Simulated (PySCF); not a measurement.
## Peak assignment

Bonds (- single, = double, # triple, : aromatic): C1=C2, C2-C3, C3=C4, C4-C5, C5-C6, C4-C7, C7=C8, C8-C9, C9=C10, C10-B11, B11-C3. C1 carries H12, H13; C2 carries H14; C5 carries H15, H16; C6 carries H17, H18, H19; C7 carries H20; C8 carries H21; C9 carries H22; C10 carries H23; B11 carries H24. H12 is cis to C3; H13 is trans to C3.

Single conformer, no relativistic terms, fast rotation and ring inversion assumed for equivalent nuclei, no solvent. J: B3LYP/pcJ-1 (spin–dipole term only in couplings to heteroatoms); NMR shieldings at KT2/pcSseg-1/GIAO; geometry from PBE0-D3(BJ)/def2-SVP; PySCF 2.14.0 with density-fitted response routines.

δ = σ(ref) − σ, references computed at the same level: $^{13}$C (σref 183.22) and $^{1}$H (σref 31.18) vs TMS.

Task: Assign these signals to the numbered atoms. $^{13}$C{$^{1}$H} NMR (computed): δ 156.3, 154.3, 148.4, 141.6, 140.0, 136.4, 130.7, 122.6, 37.1, 18.6.

Result: 
| δ (ppm) | atoms | environment | reason |
| --- | --- | --- | --- |
| 156.3 | C3 | fully substituted alkene carbon | an sp2 carbon of a C=C bond |
| 154.3 | C4 | fully substituted alkene carbon | – |
| 148.4 | C10 | alkene CH | as expected for a trigonal carbon in a double bond |
| 141.6 | C9 | alkene CH | – |
| 140.0 | C2 | alkene CH | – |
| 136.4 | C7 | alkene CH | – |
| 130.7 | C8 | alkene CH | – |
| 122.6 | C1 | terminal =CH2 carbon | as expected for a trigonal carbon in a double bond |
| 37.1 | C5 | allylic sp3 CH2 | aliphatic region, no heteroatom directly attached |
| 18.6 | C6 | methyl carbon | aliphatic region, no heteroatom directly attached |

C9 and C2 lie closer than the usual error of such a calculation, so a measured spectrum could show them in the other order.

Task: Assign these signals to the numbered atoms. $^{1}$H NMR (600 MHz, computed): δ 8.01 (d, J = 13.8 Hz, 1H), 7.60 (m, 1H), 7.21 (dd, J = 18.5, 12.3 Hz, 1H), 7.13 (m, 1H), 7.04 (m, 1H), 6.47 (br, 1H), 6.38 (dd, J = 18.5, 2.3 Hz, 1H), 5.63 (dd, J = 12.3, 2.3 Hz, 1H), 2.73 (q, J = 8.6 Hz, 2H), 1.30 (t, J = 8.6 Hz, 3H).

Result: 
| δ (ppm) | atoms | environment | reason |
| --- | --- | --- | --- |
| 8.01 | H23 | hydrogen on an alkene CH | – |
| 7.60 | H22 | hydrogen on an alkene CH | olefinic region |
| 7.21 | H14 | hydrogen on an alkene CH | – |
| 7.13 | H20 | hydrogen on an alkene CH | – |
| 7.04 | H21 | hydrogen on an alkene CH | – |
| 6.47 | H24 | hydrogen on a boron bonded to 2 C, in a 7-membered ring | – |
| 6.38 | H12 | hydrogen on a terminal =CH2 carbon | attached to an sp2 carbon and in the plane of the double bond |
| 5.63 | H13 | hydrogen on a terminal =CH2 carbon | – |
| 2.73 | H15/H16 | hydrogen on an allylic sp3 CH2 | allylic position |
| 1.30 | H17/H18/H19 | hydrogen on a methyl carbon | – |

H14 and H20; H20 and H21; H24 and H12 lie closer than the usual error of such a calculation, so a measured spectrum could show them in the other order.

Hydrogens on boron are broadened and split by $^{11}$B (spin 3/2, 80 %) and 10B (spin 3). A carbon bonded to boron is broadened by the quadrupolar boron nucleus and is often missing from a measured spectrum. Splittings below 1 Hz are ignored in the labels, and close J values are merged. Unscaled 3J(H,H) at this level run about 10 % above measured values. Shifts are as computed. Against solution values, carbons near 30 ppm lie about +2 ppm off and those near 130 ppm about -5 ppm (rms about the fit 1.2 ppm; single classes can miss by 10 ppm). Of 1328 compounds with measured shifts, 309 miss one by over three times the rms of a fit or turn the order of signals round; such compounds aren't used in these exercises. Signals without a measured value on file couldn't be tested in this way.
